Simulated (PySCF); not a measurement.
# Do core-level shifts follow atomic charges?

Species: C₆H₁₂OSi₂.
SMILES with atom numbers: `[CH3:1][C:2]#[C:3][Si@@H:4]1[O:5][SiH2:6][CH2:7][C@@H:8]1[CH3:9]`

Geometry (PBE0-D3(BJ)/def2-SVP, Å), atoms numbered from 1 in this order:
```xyz
21
C6H12OSi2 angstrom
C      3.4498    1.9228   -1.0920
C      2.3227    1.5301   -0.2680
C      1.3796    1.1926    0.4285
Si    -0.0650    0.6975    1.4318
O      0.0959   -0.8873    1.9626
Si    -0.8382   -2.0036    1.1193
C     -1.5575   -0.8853   -0.2303
C     -1.6210    0.5456    0.3502
C     -1.8156    1.6291   -0.7027
H      4.0881    1.0547   -1.3207
H      4.0707    2.6742   -0.5798
H      3.1110    2.3556   -2.0461
H     -0.1998    1.6116    2.5984
H      0.0075   -3.1143    0.5931
H     -1.8822   -2.5778    2.0217
H     -2.5374   -1.2208   -0.6103
H     -0.8623   -0.9033   -1.0895
H     -2.4638    0.5877    1.0676
H     -0.9681    1.6490   -1.4066
H     -2.7341    1.4592   -1.2883
H     -1.8912    2.6311   -0.2502
```

Binding energies: PySCF, delta-SCF UKS SCAN, pcX-2 on the ionised atom, pcseg-1 elsewhere, spin-free X2C. Charges: PBE0/pcSseg-1 ground-state density, for the ionised atom.

```csv
atom,environment,C 1s (eV),Mulliken (e),IAO (e),Hirshfeld (e),ESP (e)
C3,alkyne carbon,289.47,-0.382,-0.406,-0.182,-0.414
C7,sp3 carbon bound to silicon,289.98,-0.514,-0.555,-0.163,-0.479
C8,sp3 carbon bound to silicon,290.01,-0.621,-0.380,-0.107,+0.142
C2,alkyne carbon,290.33,-0.144,+0.014,-0.016,+0.212
C9,methyl carbon,290.42,-0.215,-0.401,-0.117,-0.546
C1,propargylic carbon,291.72,-0.192,-0.432,-0.090,-0.515
```

Problem. Give the correlation coefficient and slope of binding energy on charge for each scheme.

Solution. Mulliken: r = 0.55, slope 2.2 eV per e; Hirshfeld: r = 0.48, slope 6.2 eV per e; IAO: r = 0.02, slope 0.1 eV per e; ESP: r = -0.22, slope -0.5 eV per e. Mulliken charges have the highest r, on only 6 points.

Problem. The point-charge model writes a binding energy as kq + V + constant, with V the potential of the other atoms' charges at the site. What does it give with the Hirshfeld charges?

Solution. V = Σ 14.40 eV Å × q/r over all other atoms: +1.66 eV at C3, +2.03 eV at C7, +0.97 eV at C8, -1.03 eV at C2, +1.14 eV at C9, +1.79 eV at C1. Fitting binding energy − V to q gives k = 22.2 eV per e and leaves an rms residual of 0.18 eV, against 0.61 eV for the fit on q alone. The model has no term for differences in relaxation between sites.

Spin contamination (⟨S²⟩ against 0.75 for a pure doublet) is marked for C 1s of C2 (0.86), which makes this value less certain. Geometry: PBE0-D3(BJ)/def2-SVP, one conformer, isolated molecule.
